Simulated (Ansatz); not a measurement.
ClF$_{3}$Zr, SMILES `[F][Zr]([F])([F])[Cl]`. Total charge 0; spin multiplicity 1. Correlated methods include outer-core shells of Zr, which these sets cover unevenly. Zr takes the def2 core potential.

| atom | x (Å) | y (Å) | z (Å) |
| --- | --- | --- | --- |
| F1 | -0.499 | 0.028 | -1.851 |
| Zr2 | 0.057 | 0.037 | -0.047 |
| F3 | 1.699 | -0.882 | 0.095 |
| F4 | 0.299 | 1.822 | 0.514 |
| Cl5 | -1.557 | -1.005 | 1.288 |

**Question.** Give the diagnostics of a CCSD(T)/def2-TZVPP run (frozen core, the Gaussian-basis code of Ansatz). (Best estimate.)

**Answer.** Ansatz gave: T1 = 0.0170, largest single amplitude 0.033, largest double 0.023, (T) share of the correlation energy 3.6 %, 11 CCSD cycles. The RHF solution is stable towards an unrestricted one. T1 lies under the customary mark of 0.02 for closed shells.
